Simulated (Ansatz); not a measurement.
Consider the substitution at a C–Si bond: `N/C=C/[SiH3]` + CH₃OH → `CO/C=C/N` + SiH₄.

Computed with Ansatz on PBE0-D4/def2-TZVP structures; ΔE is electronic, products minus reactants. CCSD(T)/CBS adds triple-zeta CCSD(T) − MP2 to the extrapolated MP2 energy (def2 sets, frozen cores). This one scheme is used for every species. Double bonds are as drawn, so ΔE can hold a change between cis and trans. DFT in def2-TZVPP. B3LYP here is the variant with VWN-RPA as its local correlation; programs differ in this. HSE06 is defined as in plane-wave codes. One conformer a species, not always the lowest.

`N/C=C/[SiH3]`:

```xyz
11

N     0.165    2.206   -0.125
C     0.310    0.875    0.153
C    -0.437   -0.133   -0.326
Si   -0.178   -1.870    0.212
H    -0.409    2.462   -0.911
H     0.947    2.812    0.042
H     1.099    0.672    0.874
H    -1.220    0.104   -1.045
H    -1.378   -2.450    0.881
H     0.959   -1.903    1.175
H     0.143   -2.776   -0.928
```

CH₃OH:

Cartesian coordinates in Å:
```
C 0.189 -0.299 0.038
O -0.347 0.821 -0.628
H 0.793 -0.844 -0.689
H -0.589 -0.977 0.411
H 0.839 -0.016 0.876
H -0.885 1.316 -0.007
```

`CO/C=C/N`:

```xyz
12

C    -1.242    0.645    1.360
O    -0.782    1.347    0.238
C     0.080    0.681   -0.573
C     0.504   -0.577   -0.449
N     1.285   -1.246   -1.405
H    -1.913    1.315    1.896
H    -1.788   -0.260    1.067
H    -0.412    0.359    2.019
H     0.387    1.307   -1.405
H     0.192   -1.197    0.383
H     2.065   -1.741   -0.996
H     1.624   -0.633   -2.134
```

SiH₄:

```xyz
5

Si    0.000    0.000    0.000
H     1.465    0.034    0.239
H    -0.510   -1.372    0.249
H    -0.281    0.385   -1.406
H    -0.673    0.953    0.918
```

```json
{"level": "LDA (SPW92)", "ΔE (kJ/mol)": "65.5", "difference from CCSD(T)/CBS": "-16.4"}
{"level": "PBE-D4", "ΔE (kJ/mol)": "75.4", "difference from CCSD(T)/CBS": "-6.5"}
{"level": "revPBE-D4", "ΔE (kJ/mol)": "75.1", "difference from CCSD(T)/CBS": "-6.8"}
{"level": "BLYP-D4", "ΔE (kJ/mol)": "72.7", "difference from CCSD(T)/CBS": "-9.2"}
{"level": "r2SCAN-D4", "ΔE (kJ/mol)": "78.7", "difference from CCSD(T)/CBS": "-3.2"}
{"level": "B97M-V", "ΔE (kJ/mol)": "78.5", "difference from CCSD(T)/CBS": "-3.4"}
{"level": "PBE0-D4", "ΔE (kJ/mol)": "80.1", "difference from CCSD(T)/CBS": "-1.8"}
{"level": "r2SCANh-D4", "ΔE (kJ/mol)": "80.2", "difference from CCSD(T)/CBS": "-1.7"}
{"level": "r2SCAN0-D4", "ΔE (kJ/mol)": "82.0", "difference from CCSD(T)/CBS": "0.1"}
{"level": "HSE06-D4", "ΔE (kJ/mol)": "80.3", "difference from CCSD(T)/CBS": "-1.6"}
{"level": "BHLYP-D4", "ΔE (kJ/mol)": "80.4", "difference from CCSD(T)/CBS": "-1.5"}
{"level": "ωB97X-V", "ΔE (kJ/mol)": "74.9", "difference from CCSD(T)/CBS": "-7.0"}
{"level": "ωB97M-V", "ΔE (kJ/mol)": "79.0", "difference from CCSD(T)/CBS": "-2.9"}
{"level": "B2PLYP", "ΔE (kJ/mol)": "78.8", "difference from CCSD(T)/CBS": "-3.1"}
{"level": "PBE", "ΔE (kJ/mol)": "75.5", "difference from CCSD(T)/CBS": "-6.4"}
{"level": "revPBE", "ΔE (kJ/mol)": "78.8", "difference from CCSD(T)/CBS": "-3.1"}
{"level": "BLYP", "ΔE (kJ/mol)": "73.2", "difference from CCSD(T)/CBS": "-8.7"}
{"level": "r2SCAN", "ΔE (kJ/mol)": "78.8", "difference from CCSD(T)/CBS": "-3.1"}
{"level": "B3LYP", "ΔE (kJ/mol)": "76.5", "difference from CCSD(T)/CBS": "-5.4"}
{"level": "r2SCANh", "ΔE (kJ/mol)": "80.3", "difference from CCSD(T)/CBS": "-1.6"}
{"level": "r2SCAN0", "ΔE (kJ/mol)": "82.1", "difference from CCSD(T)/CBS": "0.2"}
{"level": "HSE06", "ΔE (kJ/mol)": "80.3", "difference from CCSD(T)/CBS": "-1.6"}
{"level": "BHLYP", "ΔE (kJ/mol)": "79.1", "difference from CCSD(T)/CBS": "-2.8"}
{"level": "CAM-B3LYP", "ΔE (kJ/mol)": "73.9", "difference from CCSD(T)/CBS": "-8.0"}
{"level": "LC-ωPBE", "ΔE (kJ/mol)": "79.5", "difference from CCSD(T)/CBS": "-2.4"}
{"level": "RPA@PBE/def2-TZVPP", "ΔE (kJ/mol)": "71.7", "difference from CCSD(T)/CBS": "-10.2"}
{"level": "HF/def2-SVP", "ΔE (kJ/mol)": "69.4", "difference from CCSD(T)/CBS": "-12.5"}
{"level": "MP2/def2-SVP", "ΔE (kJ/mol)": "64.9", "difference from CCSD(T)/CBS": "-17.0"}
{"level": "CCSD/def2-SVP", "ΔE (kJ/mol)": "58.7", "difference from CCSD(T)/CBS": "-23.2"}
{"level": "CCSD(T)/def2-SVP", "ΔE (kJ/mol)": "56.7", "difference from CCSD(T)/CBS": "-25.2"}
{"level": "HF/def2-TZVPP", "ΔE (kJ/mol)": "80.8", "difference from CCSD(T)/CBS": "-1.1"}
{"level": "MP2/def2-TZVPP", "ΔE (kJ/mol)": "83.8", "difference from CCSD(T)/CBS": "1.9"}
{"level": "SCS-MP2/def2-TZVPP", "ΔE (kJ/mol)": "79.6", "difference from CCSD(T)/CBS": "-2.3"}
{"level": "CCSD/def2-TZVPP", "ΔE (kJ/mol)": "77.7", "difference from CCSD(T)/CBS": "-4.2"}
{"level": "CCSD(T)/def2-TZVPP", "ΔE (kJ/mol)": "76.4", "difference from CCSD(T)/CBS": "-5.5"}
{"level": "HF/def2-QZVPP", "ΔE (kJ/mol)": "81.3", "difference from CCSD(T)/CBS": "-0.6"}
{"level": "MP2/def2-QZVPP", "ΔE (kJ/mol)": "87.2", "difference from CCSD(T)/CBS": "5.3"}
{"level": "HF/CBS(def2)", "ΔE (kJ/mol)": "81.3", "difference from CCSD(T)/CBS": "-0.6"}
{"level": "MP2/CBS(def2)", "ΔE (kJ/mol)": "89.4", "difference from CCSD(T)/CBS": "7.5"}
{"level": "CCSD/CBS(def2)", "ΔE (kJ/mol)": "83.3", "difference from CCSD(T)/CBS": "1.4"}
{"level": "CCSD(T)/CBS", "ΔE (kJ/mol)": "81.9", "difference from CCSD(T)/CBS": "0"}
```

Largest T1 diagnostic among the species: 0.012.

From PBE to PBE0 (25 % exact exchange), in def2-TZVPP and without D4, ΔE moves by +4.6 kJ/mol. At CCSD(T), def2-SVP lies −25.2 kJ/mol from the extrapolated value and def2-TZVPP −5.5 kJ/mol.
